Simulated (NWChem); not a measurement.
Species: ZrH3Cl; SMILES [ZrH3][Cl]

```xyz
5

Zr     0.0000     0.0000    -0.5567
Cl     0.0000     0.0000     1.7622
H      0.7518     1.5706    -1.1546
H      0.9843    -1.4364    -1.1546
H     -1.7361    -0.1342    -1.1546
```
Atoms are numbered in this order, from 1.

All runs use the structure optimised with PBE0/def2-SVP. def2 effective core potentials on Zr; no spin-orbit coupling.

### Question
List the 6 lowest vertical singlet excitations from LDA (Slater exchange, VWN5)/def2-SVP with def2 effective core potentials on Zr, full TDDFT (NWChem).

### Answer
| state | energy (eV) | oscillator strength | leading excitation (squared amplitude) |
|---|---|---|---|
| S1 | 3.60 | 0.000 | HOMO−1 → LUMO (0.32) |
| S2 | 3.67 | 0.000 | HOMO → LUMO+1 (0.41) |
| S3 | 3.67 | 0.000 | HOMO → LUMO (0.41) |
| S4 | 3.81 | 0.004 | HOMO−1 → LUMO+1 (0.32) |
| S5 | 4.35 | 0.004 | HOMO−2 → LUMO (0.73) |
| S6 | 4.35 | 0.004 | HOMO−2 → LUMO+1 (0.73) |
